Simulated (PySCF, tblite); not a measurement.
Species: C6H8O.
Bonds: C1–C2 (double), C2–C3 (double), C3–C4 (double), C4–C5, C5–O6, O6–C7. Hydrogens: H8, H9 on C1; H10 on C4; H11, H12 on C5; H13, H14, H15 on C7.

Computed with GFN2-xTB (tblite), gas phase: nudged elastic band of 9 images (0 to 8), spring 0.2 eV/Å², climbing image at the end, force threshold 0.05 eV/Å. The top image wasn't refined or checked by frequencies; at this threshold it can lie a kcal/mol or more above the true saddle point of the method.

Path: rotation about C5–O6 (sp3 carbon bound to oxygen, ether oxygen), followed by the dihedral C4–C5–O6–C7.

Image 0 (start, dihedral -179°):
```
atom  x, y, z in Å
C1      3.918    0.805    0.263
C2      2.728    0.264    0.320
C3      1.592   -0.270    0.400
C4      0.404   -0.819    0.469
C5     -0.802   -0.306   -0.256
O6     -1.917   -0.392    0.605
C7     -3.107    0.048    0.009
H8      4.752    0.387    0.803
H9      4.109    1.688   -0.326
H10     0.230   -1.693    1.081
H11    -0.980   -0.924   -1.157
H12    -0.647    0.733   -0.590
H13    -3.884   -0.042    0.765
H14    -3.030    1.095   -0.313
H15    -3.369   -0.567   -0.862
```

Image 8 (end, +0.013 eV, dihedral -74°):
```
atom  x, y, z in Å
C1      3.910    0.413    0.433
C2      2.643    0.126    0.286
C3      1.427   -0.173    0.161
C4      0.154   -0.448    0.016
C5     -0.869    0.570   -0.412
O6     -2.011    0.618    0.415
C7     -2.900   -0.457    0.257
H8      4.625   -0.333    0.743
H9      4.287    1.407    0.253
H10    -0.210   -1.450    0.206
H11    -1.172    0.358   -1.453
H12    -0.435    1.572   -0.370
H13    -3.786   -0.208    0.838
H14    -3.181   -0.588   -0.796
H15    -2.486   -1.400    0.632
```

**Question.** What do the inner images look like?

**Answer.** 
Image 1: +0.011 eV, dihedral -166°
```
atom  x, y, z in Å
C1      3.960    0.752    0.271
C2      2.752    0.255    0.312
C3      1.601   -0.247    0.382
C4      0.396   -0.758    0.445
C5     -0.804   -0.174   -0.234
O6     -1.908   -0.264    0.640
C7     -3.135   -0.031    0.005
H8      4.778    0.273    0.783
H9      4.181    1.654   -0.276
H10     0.206   -1.657    1.014
H11    -1.015   -0.749   -1.154
H12    -0.623    0.873   -0.525
H13    -3.897   -0.059    0.781
H14    -3.154    0.948   -0.492
H15    -3.344   -0.807   -0.744
```

Image 2: +0.037 eV, dihedral -153°
```
atom  x, y, z in Å
C1      3.995    0.692    0.275
C2      2.769    0.239    0.309
C3      1.601   -0.222    0.372
C4      0.378   -0.688    0.426
C5     -0.805   -0.036   -0.221
O6     -1.910   -0.125    0.656
C7     -3.151   -0.115    0.004
H8      4.798    0.163    0.761
H9      4.246    1.604   -0.240
H10     0.158   -1.602    0.961
H11    -1.035   -0.568   -1.160
H12    -0.592    1.014   -0.471
H13    -3.911   -0.110    0.784
H14    -3.272    0.773   -0.629
H15    -3.273   -1.011   -0.619
```

Image 3: +0.065 eV, dihedral -139°
```
atom  x, y, z in Å
C1      4.014    0.632    0.282
C2      2.773    0.223    0.306
C3      1.590   -0.201    0.359
C4      0.351   -0.623    0.399
C5     -0.809    0.098   -0.221
O6     -1.922    0.030    0.653
C7     -3.148   -0.198    0.013
H8      4.799    0.058    0.748
H9      4.297    1.551   -0.203
H10     0.099   -1.546    0.902
H11    -1.055   -0.385   -1.179
H12    -0.553    1.147   -0.426
H13    -3.912   -0.162    0.787
H14    -3.361    0.568   -0.743
H15    -3.166   -1.185   -0.469
```

Image 4 (top): +0.079 eV, dihedral -124°
```
atom  x, y, z in Å
C1      4.018    0.572    0.293
C2      2.763    0.205    0.302
C3      1.567   -0.183    0.341
C4      0.314   -0.563    0.362
C5     -0.816    0.226   -0.233
O6     -1.944    0.194    0.626
C7     -3.124   -0.278    0.032
H8      4.782   -0.041    0.743
H9      4.333    1.496   -0.164
H10     0.031   -1.493    0.837
H11    -1.075   -0.201   -1.212
H12    -0.514    1.270   -0.387
H13    -3.900   -0.216    0.793
H14    -3.414    0.339   -0.829
H15    -3.024   -1.320   -0.297
```

Image 5: +0.067 eV, dihedral -109°
```
atom  x, y, z in Å
C1      4.007    0.514    0.309
C2      2.741    0.187    0.298
C3      1.534   -0.166    0.317
C4      0.269   -0.507    0.317
C5     -0.829    0.345   -0.256
O6     -1.976    0.347    0.577
C7     -3.079   -0.350    0.061
H8      4.749   -0.134    0.745
H9      4.356    1.440   -0.119
H10    -0.044   -1.442    0.762
H11    -1.093   -0.024   -1.258
H12    -0.487    1.381   -0.356
H13    -3.873   -0.269    0.803
H14    -3.421    0.098   -0.881
H15    -2.855   -1.410   -0.111
```

Image 6: +0.039 eV, dihedral -95°
```
atom  x, y, z in Å
C1      3.985    0.454    0.330
C2      2.709    0.168    0.294
C3      1.491   -0.146    0.285
C4      0.216   -0.449    0.260
C5     -0.850    0.458   -0.291
O6     -2.013    0.476    0.513
C7     -3.015   -0.416    0.101
H8      4.701   -0.231    0.754
H9      4.369    1.381   -0.062
H10    -0.125   -1.389    0.671
H11    -1.111    0.145   -1.315
H12    -0.480    1.487   -0.334
H13    -3.833   -0.322    0.814
H14    -3.380   -0.154   -0.901
H15    -2.668   -1.456    0.089
```

Image 7: +0.020 eV, dihedral -82°
```
atom  x, y, z in Å
C1      3.953    0.392    0.360
C2      2.671    0.149    0.289
C3      1.443   -0.117    0.242
C4      0.162   -0.385    0.186
C5     -0.878    0.566   -0.338
O6     -2.054    0.577    0.443
C7     -2.936   -0.476    0.152
H8      4.638   -0.334    0.768
H9      4.374    1.321    0.013
H10    -0.203   -1.335    0.553
H11    -1.131    0.306   -1.381
H12    -0.495    1.589   -0.325
H13    -3.785   -0.373    0.826
H14    -3.287   -0.413   -0.886
H15    -2.476   -1.458    0.308
```

The largest changes of bonds and angles from start to top: C5–H11 1.107 → 1.100 Å, C5–O6 1.411 → 1.418 Å, C5–H12 1.102 → 1.098 Å, C4–C5 1.498 → 1.502 Å, C5–O6–C7 113.1 → 114.8°, O6–C5–H12 110.7 → 109.0°, C4–C5–O6 108.7 → 110.3°. GFN2-xTB torsional profiles can miss by a kcal/mol or more and can put conformers in the wrong order.

**Question.** What do single points at PBE0/pcSseg-1 (PySCF, no dispersion term) give on some images?

**Answer.** 
| image | GFN2-xTB E (eV) | DFT E (eV) | HOMO (eV) | LUMO (eV) | dipole (D) |
| --- | --- | --- | --- | --- | --- |
| 0 | 0.000 | 0.000 | -6.87 | -1.50 | 1.47 |
| 2 | 0.037 | 0.032 | -6.83 | -1.49 | 1.53 |
| 4 | 0.079 | 0.084 | -6.80 | -1.48 | 1.56 |
| 6 | 0.039 | 0.059 | -6.84 | -1.49 | 1.43 |
| 8 | 0.013 | 0.043 | -6.93 | -1.55 | 1.28 |

Energies count from image 0 at each level. At the GFN2-xTB top the DFT energy is 1.9 kcal/mol against 1.8; the geometries weren't optimised at the DFT level.

The cost below is that of the whole band run. The run took 3.0 s of wall time on one thread, Arm Neoverse V1 (aarch64), on a shared host, and the process peaked at 0.18 GiB of memory.
